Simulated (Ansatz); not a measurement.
BH₅Se (`[BH3-][SeH2+]`), relaxed with RKS PBE-D4/def2-SVP in Ansatz from a rough embedded geometry. The force threshold is 0.03 eV/Å; the program also tests the step.

Charge 0, multiplicity 1.

Start:

```xyz
7

B    -0.115   -0.427    0.610
Se    0.576    0.047   -1.210
H    -0.730    0.443    1.104
H     0.785   -0.809    1.258
H    -0.935   -1.370    0.471
H    -0.743    0.750   -1.587
H     1.162    1.365   -0.646
```

(1) By how much does the energy fall, and how many steps does the optimiser take? (An estimate is asked.)

(2) Which bonds change most? (Estimate.)

(3) Give the relaxed structure. (Estimate.)

Answers

(1) The calculation gave: 38.96 kJ/mol, in 4 steps.

(2) Computed: B1–Se2 from 2.003 to 2.116 Å; Se2–H7 from 1.548 to 1.492 Å; B1–H4 from 1.173 to 1.227 Å; Se2–H6 from 1.541 to 1.492 Å.

(3) Ansatz gave: 
```xyz
7

B    -0.209   -0.501    0.762
Se    0.522    0.102   -1.130
H    -0.769    0.464    1.257
H     0.847   -0.854    1.277
H    -0.925   -1.433    0.406
H    -0.644    0.811   -1.733
H     1.177    1.411   -0.839
```
